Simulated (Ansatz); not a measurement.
Isolated molecules relaxed with PBE0-D4/def2-TZVP in Ansatz; ΔE leaves out vibrations. CBS: MP2 limit from def2 TZ/QZ plus the TZ coupled-cluster correction, frozen cores. This one scheme is used for every species. Functionals use def2-TZVPP. For Ge outer-core shells are correlated without core-valence functions, which leaves a few kJ/mol of doubt a bond. Scalar relativity is left out up to krypton. One conformer a species, not always the lowest.

Consider the formal exchange of groups at a C–Ge bond: `B[CH]([GeH3])C=N` + CH₄ → `BC(C)C=N` + GeH₄.

(1) Is it downhill or uphill in electronic energy at CCSD(T)/CBS, and by how much? (Estimate.)

(2) What do these levels give: PBE-D4, r2SCAN-D4, B2PLYP, r2SCAN, PBE0, HF/def2-TZVPP, SCS-MP2/def2-TZVPP, CCSD/def2-TZVPP, CCSD(T)/def2-TZVPP, HF/def2-QZVPP, SCS-MP2/def2-QZVPP, MP2/CBS(def2)? (Estimate.)

Largest T1 diagnostic among the species: 0.013.

Answers

(1) Ansatz gave: Uphill: ΔE = +68.5 kJ/mol.

(2) The calculation gave: PBE-D4 71.4, r2SCAN-D4 70.6, B2PLYP 63.5, r2SCAN 70.0, PBE0 64.2, HF/def2-TZVPP 40.5, SCS-MP2/def2-TZVPP 65.7, CCSD/def2-TZVPP 62.1, CCSD(T)/def2-TZVPP 67.0, HF/def2-QZVPP 39.2, SCS-MP2/def2-QZVPP 65.7, MP2/CBS(def2) 75.4 kJ/mol.

The D4 term adds +5.1 kJ/mol with B3LYP and +2.7 kJ/mol with PBE0; it sums over pairs of atoms, weighted by their polarisabilities, and B3LYP, whose exchange is more repulsive, gets the larger term. From PBE to PBE0 (25 % exact exchange), in def2-TZVPP and without D4, ΔE moves by −4.2 kJ/mol.

B3LYP here is the variant with VWN-RPA as its local correlation; programs differ in this.
